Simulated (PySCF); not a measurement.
## Structure from 2D NMR

Compound of formula C₇H₁₁ClO. Correlations simulated from computed shifts and the bond graph:

HSQC (one-bond C–H):
```
  δH     δC
6.08  139.2
2.36   43.6
2.12   20.4
1.22   23.7
```

COSY cross peaks (H two or three bonds apart, from the bond graph; peaks can be absent where the dihedral angle is near 90°):
```
  δH    δH
6.08  2.12
2.36  1.22
```

HMBC (two and three bonds, from the bond graph):
```
  δH                         δC
6.08   181.4, 154.3, 43.6, 20.4
2.36  181.4, 154.3, 139.2, 23.7
2.12               154.3, 139.2
1.22          154.3, 43.6, 23.7
```

Carbons without hydrogens: δ 181.4, 154.3.

PySCF 2.14 calculation with GFN2-xTB structure and shieldings: GIAO PBE0/pcSseg-1; one averaged value for each set of equivalent atoms, relativity neglected, no solvent model, one conformer.

Scale: 1H and 13C against TMS (reference shieldings calculated alike).

Exchangeable hydrogens are left out of these lists.

Q: Work out the connectivity.

A: `CC(/C(=C/C)C(=O)Cl)C`.

Numbering as in the mapped SMILES `[CH3:1]/[CH:2]=[C:3](\[C:4](=[O:5])[Cl:6])[CH:7]([CH3:8])[CH3:9]`. Each H is labelled by its parent atom.

δC 181.4 is C4, a carbonyl carbon. δC 154.3 is C3, an α carbon of a C=C–C=O unit. δC 139.2 is C2, a β carbon of a C=C–C=O unit (δH 6.08). δC 43.6 is C7, an allylic sp3 CH (δH 2.36). δC 23.7 is C8/C9, a methyl carbon (δH 1.22). δC 20.4 is C1, an allylic methyl carbon (δH 2.12). HMBC from δH 6.08 reaches the proton-free carbons C4, C3. HMBC from δH 2.36 reaches the proton-free carbons C4, C3. HMBC from δH 2.12 reaches the proton-free carbon C3. HMBC from δH 1.22 reaches the proton-free carbon C3. COSY links 6.08–2.12, 2.36–1.22.

The shifts were computed for this structure.

Carbons that carry Cl, above all several Cl atoms, come out too deshielded, partly because spin–orbit coupling is missing. Shifts are as computed. Against solution values, carbons near 30 ppm lie about +3 ppm off and those near 130 ppm about +5 ppm; carbons on Cl a further +6 ppm. Of 1211 compounds with measured shifts, 218 miss one by over three times the rms of a fit or turn the order of signals round; such compounds aren't used in these exercises.
